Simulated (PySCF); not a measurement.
# A survey of ¹⁵N NMR shifts

Level of theory: PBE0/pcSseg-1 with gauge-including orbitals, coordinates at the GFN2-xTB level, in PySCF 2.14.0 with density-fitted response routines (gas phase, fast rotation and ring inversion assumed for equivalent nuclei, non-relativistic Hamiltonian, single conformer).

Shieldings were converted by a linear fit to measured shifts: ¹⁵N: δ = -148.07 − 0.921σ (rms 6.3 ppm, 71 shifts vs CH3NO2, solution or neat liquid). A few per cent of atoms miss by over 2 rms, more outside the fitted compound classes.

Problem. Give the ¹⁵N shifts of `CC(=S)c1ncccn1`, `CC(=S)c1ccnnc1`, `C#Cc1nsnc1CC`, `NC(=O)/C=C/Cl`, `C=C(Cl)C(N)=O`.

Solution. 
| compound | environment | δ (ppm) |
| --- | --- | --- |
| CC(=S)c1ncccn1 | pyridine-type ring nitrogen (×2) | -88.2 |
| [CH3:1][C:2](=[S:3])[c:4]1[cH:5][cH:6][n:7][n:8][cH:9]1 | N7: pyridine-type ring nitrogen | 64.6 |
| [CH3:1][C:2](=[S:3])[c:4]1[cH:5][cH:6][n:7][n:8][cH:9]1 | N8: pyridine-type ring nitrogen | 38.5 |
| [CH:1]#[C:2][c:3]1[n:4][s:5][n:6][c:7]1[CH2:8][CH3:9] | N4: pyridine-type nitrogen of an azole | -14.7 |
| [CH:1]#[C:2][c:3]1[n:4][s:5][n:6][c:7]1[CH2:8][CH3:9] | N6: pyridine-type nitrogen of an azole | -38.1 |
| NC(=O)/C=C/Cl | amide-type nitrogen | -288.2 |
| C=C(Cl)C(N)=O | amide-type nitrogen | -291.2 |
